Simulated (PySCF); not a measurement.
# NMR problem set

PySCF calculation with B3LYP/pcJ-1 coupling constants (spin–dipole term left out of most H,H and C,H couplings), geometry from GFN2-xTB and PBE0/pcSseg-1 with gauge-including orbitals; rapidly exchanging positions averaged, isolated molecule, relativity neglected, one computed conformer.

Chemical shifts δ = σref − σ; TMS for $^{1}$H, $^{13}$C, all at this level. Multiplet labels drop J under 1 Hz and among equivalent protons, and merge close values. Unscaled 3J(H,H) run several per cent high. Where no couplings were computed, multiplicities follow the n + 1 count of equivalent neighbours, and m marks all less simple cases (inequivalent or close neighbours, rings, F or P nearby). One-bond C–F couplings are unscaled and too large by tens of Hz. Shifts are as computed. Against solution values, carbons near 30 ppm lie about +3 ppm off and those near 130 ppm about +5 ppm. Of 1211 compounds with measured shifts, 218 miss one by over three times the rms of a fit or turn the order of signals round; such compounds aren't used in these exercises.

Task: C4H5F. $^{1}$H NMR (400 MHz, computed): δ 6.32 (ddd, J = 22.5, 18.3, 12.3 Hz, 1H), 6.01 (dd, J = 18.3, 2.6 Hz, 1H), 5.61 (ddt, J = 12.3, 2.5, 1.4 Hz, 1H), 5.04 (ddd, J = 15.2, 4.2, 1.7 Hz, 1H), 4.65 (ddd, J = 42.6, 4.2, 1.1 Hz, 1H). $^{13}$C{$^{1}$H} NMR (computed): δ 173.5 (C, d, J = 320.6 Hz), 136.7 (CH, d, J = 22.7 Hz), 124.7 (CH2, d, J = 3.1 Hz), 100.8 (CH2, d, J = 23.7 Hz). What is it?

Result: `C=CC(=C)F`. The formula gives 2 degrees of unsaturation (no ring in the answer). 4 carbon signals for 4 carbons: no two carbons are equivalent. Carbon types of the structure: 1 × C, 1 × CH, 2 × CH2, which accounts for all hydrogens. δC 173.5: fully substituted alkene carbon. δC 136.7: alkene CH; as expected for a trigonal carbon in a double bond. δC 124.7, 100.8: terminal =CH2 carbon; an sp2 carbon of a C=C bond. δH 6.01, 5.61, 5.04, 4.65: hydrogen on a terminal =CH2 carbon; attached to an sp2 carbon and in the plane of the double bond. The protons at 6.01 and 6.32 share a coupling of 18.3 Hz (vicinal, trans across C=C). The protons at 5.61 and 6.32 share a coupling of 12.3 Hz (vicinal, cis across C=C). The protons at 4.65 and 5.04 share a coupling of 4.2 Hz (geminal).

The shifts were computed for this structure.

Task: C7H9NOSi. $^{1}$H NMR (500 MHz, computed): δ 7.57 (s, 1H), 4.53 (m, 2H), 2.56 (s, 3H), 2.34 (t, 2H), 1.79 (t, 1H). $^{13}$C{$^{1}$H} NMR (computed): δ 153.5, 150.4, 139.5, 104.5, 88.8, 14.8, 14.4. Give a structure.

Result: SMILES C#C[SiH2]Cc1ncoc1C. Rings plus π bonds: 5 (1 ring in the answer). 7 carbon signals for 7 carbons: no two carbons are equivalent. Carbon types of the structure: 3 × C, 2 × CH, 1 × CH2, 1 × CH3, leaving 2 H on heteroatoms. δC 150.4: substituted aromatic carbon next to the ring oxygen. δC 139.5: substituted aromatic carbon next to a ring nitrogen. δC 104.5: terminal alkyne carbon; sp carbons lie upfield of alkene carbons because the cylindrical π system leaves one tensor component strongly shielded. δC 88.8: alkyne carbon; sp carbons lie upfield of alkene carbons because the cylindrical π system leaves one tensor component strongly shielded.

The shifts were computed for this structure.
